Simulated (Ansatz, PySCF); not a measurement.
CH3Si, doublet, geometry from GFN2-xTB. Base run: B3LYP5/6-31G* run with PySCF.

Geometry (Å):
```xyz
5

C     -1.0454     0.3776     0.2593
Si     0.5514    -0.2785    -0.1425
H     -1.9162    -0.2624     0.2563
H     -1.2769     1.3933    -0.0389
H      1.7462     0.5027     0.2224
```
Charge 0, spin multiplicity 2.
Orbitals are unrestricted.
All else is at PySCF's defaults.

The same geometry, method and basis name were run in Ansatz (a quantum-chemistry and plane-wave program) and PySCF, at each program's defaults and at the settings that a row names. The base is PySCF at its defaults. Differences at the defaults can come from grids, fitting, cores and function types together.

| code and settings | ΔE vs base (mEh) | basis functions | E (Eh) | SCF cycles | dipole (D) |
|---|---|---|---|---|---|
| PySCF, defaults (exact integrals, its default grid, spherical functions) | 0.000 | 38 | -329.19991 | 13 | 0.44 |
| Ansatz, defaults (factorised integrals, its default grid, Cartesian functions) | -2.579 | 40 | -329.20249 | - | - |
| PySCF, density fitting with def2-universal-jkfit | -0.036 | 38 | -329.19995 | 13 | 0.44 |
| PySCF, fine grid | 0.000 | 38 | -329.19991 | 13 | 0.44 |
| Ansatz, high accuracy, Cartesian functions as the basis file defines them | -2.578 | 40 | -329.20249 | - | - |

Open shells are given as the SCF converged; they aren't shown to be the lowest states, and a large step between rows can be another state.
